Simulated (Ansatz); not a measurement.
Geometry optimisation, RKS CAM-B3LYP/def2-SVP (Ansatz).

The input (input.yaml):

```yaml
crystal:
  periodic: [false, false, false]
  atoms:
    - { symbol: Ga, position_ang: [-0.639255, -1.702336, -0.116627] }
    - { symbol: H, position_ang: [-1.447123, -0.395412, -0.129356] }
    - { symbol: Cl, position_ang: [-0.355297, -2.881957, -1.866561] }
    - { symbol: Cl, position_ang: [0.189536, -2.47567, 1.691916] }
    - { symbol: H, position_ang: [-0.528274, 1.298928, -0.096211] }
    - { symbol: O, position_ang: [0.410768, 1.284897, -0.343056] }
    - { symbol: O, position_ang: [0.875038, 2.559265, 0.077669] }
    - { symbol: H, position_ang: [1.494707, 2.312185, 0.782226] }
basis:
  gaussian: { orbitals: def2-SVP }
hamiltonian:
  xc: cam_b3lyp
relax:
  f_tol: 0.03
  max_steps: 50
```

Run as:

```bash
$ ansatz run input.yaml --threads 4 --pin off --max-ram 5120MiB --backend cpu --events-out ev --progress --plain --runs-dir out
```

Q: Where does it end, and by what steps?

A: The forces met the threshold. After 29 steps the energy has fallen by 0.917 eV; Cl4 moved furthest, 1.52 Å. Joined: Ga1–O6.

```tsv
step	energy less start (eV)	largest force component (eV/Å)	accepted
0	0.0000	0.218	yes
2	-0.0304	0.241	yes
4	-0.0952	0.839	yes
6	-0.3144	0.824	yes
8	-0.5162	0.430	yes
10	-0.6239	0.692	yes
12	-0.6790	0.382	yes
14	-0.7066	1.740	yes
16	-0.7947	0.613	yes
18	-0.8368	0.198	yes
20	-0.8486	0.135	yes
22	-0.8717	0.737	yes
24	-0.9044	0.386	yes
26	-0.9146	0.298	yes
28	-0.9167	0.031	yes
29	-0.9169	0.009	yes
```

```xyz
8
Properties=species:S:1:pos:R:3
Ga -0.667 -0.977 0.011
H -2.092 -1.009 0.597
Cl -0.229 -1.484 -2.050
Cl 1.059 -1.275 1.334
H 0.325 1.087 -1.193
O -0.158 1.037 -0.346
O 0.665 1.694 0.600
H 1.098 0.928 1.045
```

Whether the end is a true minimum wasn't checked by a vibrational analysis.

Time of the run: 120 s on 4 threads of Arm Neoverse N1, with other jobs on the host, peak memory 0.33 GiB.
